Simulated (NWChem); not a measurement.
System: CBr3Cl; SMILES ClC(Br)(Br)Br

NWChem input:

```
start job
memory heap 200 mb stack 900 mb global 1100 mb
geometry units angstroms
  Cl     0.000000     0.000000     2.068254
  C      0.000000     0.000000     0.307996
  Br     0.988814    -1.536242    -0.342737
  Br     0.836018     1.624459    -0.342737
  Br    -1.824832    -0.088217    -0.342737
end
basis spherical
  * library sto-3g
end
dft
  xc hfexch
  iterations 150
end
driver
  maxiter 120
end
task dft optimize
task dft freq
```

Output (shortened):

```
             Northwest Computational Chemistry Package (NWChem) 7.3.0
             --------------------------------------------------------

 C3  symmetry detected

                             Geometry "geometry" -> ""
                             -------------------------

 Output coordinates in angstroms (scale by  1.889725989 to convert to a.u.)

  No.       Tag          Charge          X              Y              Z
 ---- ---------------- ---------- -------------- -------------- --------------
    1 Cl                  17.0000     0.00000000    -0.00000000     2.06027815
    2 C                    6.0000     0.00000000    -0.00000000     0.30002015
    3 Br                  35.0000    -1.72235372    -0.60933647    -0.35071285
    4 Br                  35.0000     1.38887772    -1.18693384    -0.35071285
    5 Br                  35.0000     0.33347599     1.79627031    -0.35071285

 Effective nuclear repulsion energy (a.u.)    1129.3867113635

      Symmetry information
      --------------------

 Group name             C3
 Group number              5
 Group order               3
 No. of unique centers     3

                                Z-matrix (autoz)
                                --------

 Units are Angstrom for bonds and degrees for angles

      Type          Name      I     J     K     L     M      Value
      ----------- --------  ----- ----- ----- ----- ----- ----------
    1 Stretch                  1     2                       1.76026
    2 Stretch                  2     3                       1.93939
    3 Stretch                  2     4                       1.93939
    4 Stretch                  2     5                       1.93939
    5 Bend                     1     2     3               109.60503
    6 Bend                     1     2     4               109.60503
    7 Bend                     1     2     5               109.60503
    8 Bend                     3     2     4               109.33708
    9 Bend                     3     2     5               109.33708
   10 Bend                     4     2     5               109.33708

  xc_inp: hfexch multiplicative factor not found.

                           NWChem Geometry Optimization
                           ----------------------------

 maximum gradient threshold         (gmax) =   0.000450
 rms gradient threshold             (grms) =   0.000300
 maximum cartesian step threshold   (xmax) =   0.001800
 rms cartesian step threshold       (xrms) =   0.001200
 fixed trust radius                (trust) =   0.300000
 source of zmatrix                         =   autoz

          -------------------
          Energy Minimization
          -------------------

 Using diagonal initial Hessian
 Scaling for Hessian diagonals: bonds = 1.00  angles = 0.25  torsions = 0.10

          --------
          Step   0

                                 NWChem DFT Module
                                 -----------------

 Summary of "ao basis" -> "ao basis" (spherical)
 ------------------------------------------------------------------------------
       Tag                 Description            Shells   Functions and Types
 ---------------- ------------------------------  ------  ---------------------
 Cl                          sto-3g                  5        9   3s2p
 C                           sto-3g                  3        5   2s1p
 Br                          sto-3g                  8       18   4s3p1d

      Symmetry analysis of basis
      --------------------------

        a          26
        e+         21
        e-         21

  Rotation of axis

            General Information
            -------------------
          SCF calculation type: DFT
          Wavefunction type:  closed shell.
          No. of atoms     :     5
          No. of electrons :   128
           Alpha electrons :    64
            Beta electrons :    64
          Charge           :     0
          Spin multiplicity:     1
          Use of symmetry is: on ; symmetry adaption is: on
          Maximum number of iterations: 150
          AO basis - number of functions:    68
                     number of shells:    32
          Convergence on energy requested:  1.00D-06
          Convergence on density requested:  1.00D-05
          Convergence on gradient requested:  5.00D-04

              XC Information
              --------------
                     Hartree-Fock (Exact) Exchange  1.000

      Superposition of Atomic Density Guess
      -------------------------------------

 Sum of atomic energies:       -8125.66651021

      Non-variational initial energy
      ------------------------------

 Total energy =   -8125.849437
 1-e energy   =  -13625.126786
 2-e energy   =    4369.890638
 HOMO         =      -0.234678
 LUMO         =       0.164601

      Symmetry analysis of molecular orbitals - initial
      -------------------------------------------------

  Numbering of irreducible representations:

     1 a           2 e+          3 e-

  Orbital symmetries:

     1 e+          2 e+          3 a           4 a           5 e+
     6 e+          7 a           8 e+          9 e+         10 a
    11 a          12 e+         13 e+         14 a          15 e+
    16 e+         17 a          18 a          19 a          20 e+
    21 e+         22 a          23 e+         24 e+         25 a
    26 e+         27 e+         28 a          29 e+         30 e+
    31 a          32 e+         33 e+         34 a          35 e+
    36 e+         37 a          38 e+         39 e+         40 e+
    41 e+         42 a          43 a          44 e+         45 e+
    46 e+         47 e+         48 a          49 a          50 a
    51 e+         52 e+         53 a          54 a          55 e+
    56 e+         57 e+         58 e+         59 e+         60 e+
    61 a          62 e+         63 e+         64 a          65 a
    66 e+         67 e+         68 a

   convergence    iter        energy       DeltaE   RMS-Dens  Diis-err
 ---------------- ----- ----------------- --------- --------- ---------
 d= 0,ls=0.0,diis     1  -8125.6417571981 -9.26D+03  3.39D-02  1.59D+00
 d= 0,ls=0.0,diis     2  -8125.8009956934 -1.59D-01  1.40D-02  9.61D-01
 d= 0,ls=0.0,diis     3  -8125.9599261497 -1.59D-01  1.26D-03  1.32D-03
 d= 0,ls=0.0,diis     4  -8125.9604940040 -5.68D-04  3.44D-04  5.75D-05
 d= 0,ls=0.0,diis     5  -8125.9605232443 -2.92D-05  2.44D-05  7.04D-07
 d= 0,ls=0.0,diis     6  -8125.9605234546 -2.10D-07  2.20D-06  3.80D-09

         Total DFT energy =    -8125.960523454571
      One electron energy =   -13618.069131071725
           Coulomb energy =     4667.337078783426
    Exchange-Corr. energy =     -304.615182529729
 Nuclear repulsion energy =     1129.386711363457

 Numeric. integr. density =        0.000000000000

                  Occupations of the irreducible representations
                  ----------------------------------------------

                     irrep           alpha         beta
                     --------     --------     --------
                     a                24.0         24.0
                     e+               40.0         40.0
                     e-                0.0          0.0

                       DFT Final Molecular Orbital Analysis
                       ------------------------------------

 Vector   62  Occ=2.000000D+00  E=-3.409288D-01  Symmetry=e+
              MO Center=  2.2D-01, -9.0D-02, -3.1D-01, r^2= 4.5D+00
   Bfn.  Coefficient  Atom+Function         Bfn.  Coefficient  Atom+Function
  ----- ------------  ---------------      ----- ------------  ---------------
    45      0.497395  4 Br pz                26     -0.398568  3 Br py
    44     -0.346313  4 Br py                62     -0.347588  5 Br py
    61      0.337808  5 Br px                63     -0.319173  5 Br pz
    25      0.306903  3 Br px                43      0.278206  4 Br px
    27     -0.178222  3 Br pz                41     -0.144073  4 Br pz

 Vector   63  Occ=2.000000D+00  E=-3.409288D-01  Symmetry=e+
              MO Center= -2.2D-01,  9.0D-02, -3.1D-01, r^2= 4.5D+00
   Bfn.  Coefficient  Atom+Function         Bfn.  Coefficient  Atom+Function
  ----- ------------  ---------------      ----- ------------  ---------------
    27      0.471446  3 Br pz                63     -0.390068  5 Br pz
    43     -0.382000  4 Br px                61     -0.380725  5 Br px
    44     -0.337072  4 Br py                25     -0.329745  3 Br px
    26     -0.308375  3 Br py                62     -0.277470  5 Br py
    23     -0.136557  3 Br pz                59      0.112985  5 Br pz

[...]

      ----------------------
      Optimization converged
      ----------------------

  Step       Energy      Delta E   Gmax     Grms     Xrms     Xmax
  ---- ---------------- -------- -------- -------- -------- --------
@    4   -8125.96460393 -4.0D-08  0.00001  0.00000  0.00008  0.00021
                                     ok       ok       ok       ok

                                Z-matrix (autoz)
                                --------

 Units are Angstrom for bonds and degrees for angles

      Type          Name      I     J     K     L     M      Value     Gradient
      ----------- --------  ----- ----- ----- ----- ----- ---------- ----------
    1 Stretch                  1     2                       1.84697    0.00001
    2 Stretch                  2     3                       1.93924    0.00000
    3 Stretch                  2     4                       1.93924    0.00000
    4 Stretch                  2     5                       1.93924    0.00000
    5 Bend                     1     2     3               108.18292    0.00001
    6 Bend                     1     2     4               108.18292    0.00001
    7 Bend                     1     2     5               108.18292    0.00001
    8 Bend                     3     2     4               110.72822   -0.00001
    9 Bend                     3     2     5               110.72822   -0.00001
   10 Bend                     4     2     5               110.72822   -0.00001

                         Geometry "geometry" -> "geometry"
                         ---------------------------------

 Output coordinates in angstroms (scale by  1.889725989 to convert to a.u.)

  No.       Tag          Charge          X              Y              Z
 ---- ---------------- ---------- -------------- -------------- --------------
    1 Cl                  17.0000     0.00000000     0.00000000     2.10229594
    2 C                    6.0000     0.00000000     0.00000000     0.25532334
    3 Br                  35.0000    -1.73691088    -0.61448653    -0.34981984
    4 Br                  35.0000     1.40061638    -1.19696569    -0.34981984
    5 Br                  35.0000     0.33629450     1.81145221    -0.34981984

 Effective nuclear repulsion energy (a.u.)    1118.5209363957

      Symmetry information
      --------------------

 Group name             C3
 Group number              5
 Group order               3
 No. of unique centers     3

                Final and change from initial internal coordinates
                --------------------------------------------------

                                Z-matrix (autoz)
                                --------

 Units are Angstrom for bonds and degrees for angles

      Type          Name      I     J     K     L     M      Value       Change
      ----------- --------  ----- ----- ----- ----- ----- ---------- ----------
    1 Stretch                  1     2                       1.84697    0.08671
    2 Stretch                  2     3                       1.93924   -0.00015
    3 Stretch                  2     4                       1.93924   -0.00015
    4 Stretch                  2     5                       1.93924   -0.00015
    5 Bend                     1     2     3               108.18292   -1.42211
    6 Bend                     1     2     4               108.18292   -1.42211
    7 Bend                     1     2     5               108.18292   -1.42211
    8 Bend                     3     2     4               110.72822    1.39114
    9 Bend                     3     2     5               110.72822    1.39114
   10 Bend                     4     2     5               110.72822    1.39114

 ==============================================================================
                                internuclear distances
 ------------------------------------------------------------------------------
       center one      |      center two      | atomic units |  angstroms
 ------------------------------------------------------------------------------
    2 C                |   1 Cl               |     3.49027  |     1.84697
    3 Br               |   2 C                |     3.66463  |     1.93924
    4 Br               |   2 C                |     3.66463  |     1.93924
    5 Br               |   2 C                |     3.66463  |     1.93924
 ------------------------------------------------------------------------------
                         number of included internuclear distances:          4
 ==============================================================================

[second-derivative integrals and response iterations left out]

  Vibrational analysis via the FX method

  See chapter 2 in "Molecular Vibrations" by Wilson, Decius and Cross

  Vib: Default input used

[...]

 Rotational Constants
 --------------------
 A=   0.028505 cm-1  (  0.041012 K)
 B=   0.028505 cm-1  (  0.041012 K)
 C=   0.020714 cm-1  (  0.029803 K)

 Temperature                      =   298.15K
 frequency scaling parameter      =   1.0000

 Zero-Point correction to Energy  =    6.059 kcal/mol  (  0.009655 au)
 Thermal correction to Energy     =    9.844 kcal/mol  (  0.015687 au)
 Thermal correction to Enthalpy   =   10.436 kcal/mol  (  0.016631 au)

 Total Entropy                    =   83.368 cal/mol-K
   - Translational                =   42.839 cal/mol-K (mol. weight = 286.7183)
   - Rotational                   =   28.743 cal/mol-K (symmetry #  =        3)
   - Vibrational                  =   11.787 cal/mol-K

 Cv (constant volume heat capacity) =   17.922 cal/mol-K
   - Translational                  =    2.979 cal/mol-K
   - Rotational                     =    2.979 cal/mol-K
   - Vibrational                    =   11.963 cal/mol-K

[normal modes left out]

 ----------------------------------------------------------------------------
 Normal Eigenvalue ||           Projected Infra Red Intensities
  Mode   [cm**-1]  || [atomic units] [(debye/angs)**2] [(KM/mol)] [arbitrary]
 ------ ---------- || -------------- ----------------- ---------- -----------
    1       -0.000 ||    0.000003           0.000         0.003       0.001
    2       -0.000 ||    0.000083           0.002         0.081       0.033
    3       -0.000 ||    0.000001           0.000         0.001       0.000
    4        0.000 ||    0.000002           0.000         0.002       0.001
    5        0.000 ||    0.000085           0.002         0.083       0.033
    6        0.000 ||    0.000049           0.001         0.048       0.019
    7      161.008 ||    0.000000           0.000         0.000       0.000
    8      161.008 ||    0.000000           0.000         0.000       0.000
    9      242.081 ||    0.002450           0.057         2.388       0.958
   10      242.081 ||    0.002450           0.057         2.388       0.958
   11      246.566 ||    0.000847           0.020         0.825       0.331
   12      384.812 ||    0.000045           0.001         0.044       0.018
   13      928.627 ||    0.113110           2.610       110.266      44.234
   14      928.627 ||    0.113110           2.610       110.266      44.234
   15      945.313 ||    0.151329           3.491       147.523      59.180
 ----------------------------------------------------------------------------
```

Level: Hartree-Fock/STO-3G. This build's default masses of Se (78.918 u) and Br (79.917 u) are each other's, which moves their modes by up to 0.6 %.
